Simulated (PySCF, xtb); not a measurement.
Hf(F)3(OH)(OH2) (F3H3HfO2), SMILES [OH][Hf](<-[OH2])([F])([F])[F], multiplicity 1. One conformer was computed; it need not be the lowest.

Harmonic wavenumbers (cm⁻¹) from GFN2-xTB (xtb) at its own minimum, in rising order: 60, 97, 106, 128, 145, 175, 196, 216, 231, 274, 367, 417, 459, 465, 482, 498, 568, 1432, 3427, 3448, 3554.

**Question.** What does B3LYP-D3(BJ)/def2-SVP (PySCF) give at its own minimum? (Estimate from the structure and the level; the computed values follow.)

**Answer.** 81, 90, 146, 148, 184, 192, 203, 241, 289, 318, 319, 382, 524, 623, 630, 647, 715, 1587, 3778, 3875, 3992. Paired by order, the mean absolute difference is 114 cm⁻¹ and the zero-point energies are 23.9 and 27.1 kcal/mol.
